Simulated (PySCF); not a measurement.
Worked example: oscillator strength and radiative lifetime

C2H4I, SMILES I[CH]C (connectivity only; charge and spin as stated), charge +1, multiplicity 1.

Geometry optimised at B3LYP-D3(BJ)/def2-SVP. The spin state was assumed, not searched. The isomer is the one that the SMILES or the coordinates give; other isomers of the formula were not compared. The def2 effective core potentials stand for the cores of I; spin–orbit coupling is left out.

TDDFT-ωB97X/def2-SVPD (PySCF) puts the first singlet state with f over 0.02 at 4.55 eV (vertical), with the transition dipole (-0.176, 1.325, 0.000) in atomic units.

Problem. Find the oscillator strength, the wavelength and the radiative lifetime that this transition would have in vacuum if emission retraced absorption.

Solution. 
|μ|² = 1.7866 au, so |μ| = 3.40 D. ΔE = 4.55/27.211 = 0.1672 hartree. f = (2/3) ΔE |μ|² = 0.199 (the program prints 0.199).
λ = 1239.84/4.55 = 272 nm; ν = 36698 cm⁻¹.
Einstein's coefficient A = 0.6670 ν² f s⁻¹ (ν in cm⁻¹) = 1.8e8 s⁻¹, so τ = 1/A = 5.6 ns. This state is S2; the lower singlet has f = 0.000. The figure is the radiative limit of this one transition; relaxation, internal conversion, crossing to triplets and a medium change what is measured.
